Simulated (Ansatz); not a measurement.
Reaction (atomization): `CN1BCBC1` → 2 B• + 3 C• + 9 H• + N•

Calculated with Ansatz (gas phase, PBE0-D4/def2-TZVP geometries, no zero-point term in ΔE). CCSD(T)/CBS adds triple-zeta CCSD(T) − MP2 to the extrapolated MP2 energy (def2 sets, frozen cores). This one scheme is used for every species, atoms too. Functionals use def2-TZVPP. B3LYP here is the variant with VWN-RPA as its local correlation; programs differ in this. Open shells (•) are unrestricted, without spin–orbit coupling. Spin–orbit coupling would lower the free atoms: a little for B, C.

`CN1BCBC1`:

Z-matrix (Å, degrees):
```
C
N 1 1.437
H 1 1.097 2 111.2
H 1 1.097 2 111.1 3 -119.6
H 1 1.090 2 109.8 3 120.2
B 2 1.395 1 128.0 3 -119.6
C 2 1.458 1 117.7 3 60.4
C 6 1.582 2 110.1 1 178.4
H 6 1.199 2 120.7 1 -0.7
B 7 1.570 2 104.7 1 179.1
H 7 1.102 2 111.5 1 57.8
H 7 1.102 2 111.8 1 -59.2
H 8 1.096 6 116.8 2 129.2
H 8 1.103 6 111.4 2 -112.8
H 10 1.198 7 123.5 2 -177.0
```

What is ΔE at CCSD(T)/CBS? (Best estimate.)

Ansatz gave: +1430.8 kcal/mol.

What do these levels give: PBE-D4, r2SCAN-D4, PBE0-D4, B3LYP-D4, r2SCAN, B3LYP, MP2/def2-TZVPP, CCSD(T)/def2-TZVPP, HF/def2-QZVPP, MP2/def2-QZVPP, HF/CBS(def2), MP2/CBS(def2)? (Estimate.)

Ansatz gave: PBE-D4 1471.3, r2SCAN-D4 1444.7, PBE0-D4 1453.0, B3LYP-D4 1443.7, r2SCAN 1442.8, B3LYP 1432.0, MP2/def2-TZVPP 1421.0, CCSD(T)/def2-TZVPP 1399.0, HF/def2-QZVPP 1086.0, MP2/def2-QZVPP 1439.7, HF/CBS(def2) 1086.2, MP2/CBS(def2) 1452.8 kcal/mol.

Largest T1 diagnostic among the species: 0.014.

From PBE to PBE0 (25 % exact exchange), in def2-TZVPP and without D4, ΔE moves by −17.1 kcal/mol: exact exchange takes away binding that semilocal exchange gives to molecules. The D4 term adds +11.7 kcal/mol with B3LYP and +6.1 kcal/mol with PBE0; it sums over pairs of atoms, weighted by their polarisabilities, and B3LYP, whose exchange is more repulsive, gets the larger term.

For atomizations the MP2-based limit and the directly extrapolated one differ by several kJ/mol either way, and by 10 to 25 for some Ge, Se and Sn compounds, so smaller differences from it don't rank the levels.
